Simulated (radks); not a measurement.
Problem. La+, configuration [Xe] 5d2 (the NIST ground configuration). Calculated with a radial shooting solver on a logarithmic mesh with Libxc functionals: Dirac Kohn-Sham, RPBE, spin-unpolarised, spherical densities, finite nucleus; open shells fill j = l - 1/2 first; Fermi nuclear charge, rms radius 4.855 fm. Some entries of the table are withheld. Estimate them.

| orbital | occ. | eigenvalue (hartree) | <r^2> (bohr^2) |
|---|---|---|---|
| 1s1/2 | 2 | -1422.969 | 0.0008537 |
| 2s1/2 | 2 | -226.5445 | (1) |
| 2p1/2 | 2 | (2) | 0.009961 |
| 2p3/2 | 4 | (3) | 0.01123 |
| 3s1/2 | 2 | (4) | 0.09281 |
| 3p1/2 | 2 | -43.12567 | 0.08767 |
| 3p3/2 | 4 | -40.16652 | 0.09530 |
| 3d3/2 | 4 | (5) | 0.07844 |
| 3d5/2 | 6 | (6) | 0.08061 |
| 4s1/2 | 2 | -9.91349 | 0.4828 |
| 4p1/2 | 2 | -7.91349 | 0.5175 |
| 4p3/2 | 4 | -7.28479 | 0.5592 |
| 4d3/2 | 4 | (7) | 0.6732 |
| 4d5/2 | 6 | (8) | 0.6901 |
| 5s1/2 | 2 | -1.56187 | 2.753 |
| 5p1/2 | 2 | -1.02507 | 3.512 |
| 5p3/2 | 4 | -0.93509 | 3.841 |
| 5d3/2 | 2 | -0.26301 | 9.848 |
| 5d5/2 | 0 | -0.25597 | 10.24 |

Solution. 
(1) 2s1/2 <r^2> (bohr^2): 0.01356
(2) 2p1/2 eigenvalue (hartree): -213.6482
(3) 2p3/2 eigenvalue (hartree): -198.4678
(4) 3s1/2 eigenvalue (hartree): -48.56054
(5) 3d3/2 eigenvalue (hartree): -30.65463
(6) 3d5/2 eigenvalue (hartree): -30.02161
(7) 4d3/2 eigenvalue (hartree): -4.00702
(8) 4d5/2 eigenvalue (hartree): -3.89781
